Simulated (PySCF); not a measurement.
GeF3Br, SMILES [F][Ge]([Br])([F])[F]. Atoms are numbered in the order given.

```xyz
5

F     -1.3731    -0.7928     1.2854
Ge     0.0000     0.0000     0.6525
F      1.3731    -0.7928     1.2854
F      0.0000     1.5855     1.2854
Br     0.0000     0.0000    -1.5881
```
Charge 0, spin multiplicity 1.

Geometry optimised at PBE0-D3(BJ)/def2-SVP.

Computed with PBE0-D3(BJ)/def2-SVP (PySCF).

Frequencies are harmonic and unscaled.

Modes within 1.5 cm⁻¹ of each other (mostly degenerate sets) share a row, with their intensities summed.

**Question.** List the normal modes with their intensities. (An estimate is asked for; the answer gives what the named calculation found.)

**Answer.** 
| mode | ν (cm⁻¹) | IR (km/mol) | Raman (Å⁴/amu) | depolarisation | moving atoms (share of kinetic energy) |
|---|---|---|---|---|---|
| 1–2 | 151 | 3.7 | 2.2 | 0.75 | F 77 %, Br 12 %, Ge 11 % |
| 3–4 | 237 | 41.2 | 1.5 | 0.75 | F 79 %, Ge 20 % |
| 5 | 240 | 27.8 | 3.4 | 0.44 | F 70 %, Br 29 % |
| 6 | 359 | 77.7 | 3.4 | 0.08 | Ge 53 %, Br 32 %, F 15 % |
| 7 | 739 | 73.0 | 8.7 | 0.00 | F 89 %, Ge 11 % |
| 8–9 | 786 | 161.3 | 4.3 | 0.75 | F 74 %, Ge 26 % |
